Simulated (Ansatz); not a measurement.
```yaml
crystal:
  periodic: [false, false, false]
  atoms:
    - {symbol: C, position_ang: [-1.517688, -2.251556, 0.179394]}
    - {symbol: N, position_ang: [-1.368749, -0.964354, 0.474541]}
    - {symbol: C, position_ang: [-2.143834, -0.565038, 1.469111]}
    - {symbol: Zr, position_ang: [-0.191563, -0.076867, -0.661896]}
    - {symbol: Cl, position_ang: [-0.807048, -0.321366, -2.783704]}
    - {symbol: N, position_ang: [-0.170952, 1.721224, -0.181148]}
    - {symbol: C, position_ang: [-1.327180, 2.337493, -0.403846]}
    - {symbol: C, position_ang: [0.773656, 2.531928, 0.265569]}
    - {symbol: N, position_ang: [1.513404, -0.770100, -0.385169]}
    - {symbol: C, position_ang: [1.993393, -1.723697, 0.395255]}
    - {symbol: C, position_ang: [2.427507, -0.247717, -1.196194]}
    - {symbol: H, position_ang: [-1.270183, -2.847741, 0.958430]}
    - {symbol: H, position_ang: [-0.926290, -2.516979, -0.596595]}
    - {symbol: H, position_ang: [-2.467222, -2.470803, -0.090287]}
    - {symbol: H, position_ang: [-2.004023, 0.412681, 1.652832]}
    - {symbol: H, position_ang: [-3.123893, -0.708789, 1.261264]}
    - {symbol: H, position_ang: [-1.942329, -1.070447, 2.322195]}
    - {symbol: H, position_ang: [-2.018864, 1.693203, -0.762795]}
    - {symbol: H, position_ang: [-1.708343, 2.740492, 0.442271]}
    - {symbol: H, position_ang: [-1.236732, 3.077339, -1.087078]}
    - {symbol: H, position_ang: [0.511350, 2.957520, 1.145235]}
    - {symbol: H, position_ang: [0.960989, 3.283684, -0.385675]}
    - {symbol: H, position_ang: [1.629357, 2.026834, 0.413526]}
    - {symbol: H, position_ang: [2.730205, -1.376009, 0.995161]}
    - {symbol: H, position_ang: [2.381833, -2.487717, -0.142879]}
    - {symbol: H, position_ang: [1.268461, -2.093598, 0.984178]}
    - {symbol: H, position_ang: [3.180182, 0.191533, -0.682368]}
    - {symbol: H, position_ang: [2.021737, 0.461971, -1.791369]}
    - {symbol: H, position_ang: [2.832838, -0.943145, -1.807986]}
basis:
  gaussian: {orbitals: def2-TZVPP}
total_charge: -1
magnetization: {spin_polarized: true, initial_magnetization: 1}
hamiltonian: {xc: {name: r2SCAN}}
accuracy: high
outputs: {forces: true}
output: {forces: true}
```

```sh
$ ansatz run in.yaml --threads 11 --pin off --events-out ev --progress --plain --max-ram 174080MiB --backend cuda --devices 0, --max-vram 75GiB
```

(1) How does Ansatz answer? (Best estimate.)

Results:

(1) Computed: The program refused the input.
```
Error: YAML parse error: error: line 39 column 1: unknown field `outputs`, expected one of crystal, accuracy, basis, kpoints, hamiltonian, magnetization, projection, total_charge, correlation, batch, efield, external_charges, scf, relax, neb, saddle, md, ramp, phonons, dielectric, real_time, elastic, magnetic_configurations, gw, evaluate, workflow, output, checkpoint, execution
37 | hamiltonian: {xc: {name: r2SCAN}}
38 | accuracy: high
39 | outputs: {forces: true}
40 | output: {forces: true}
```
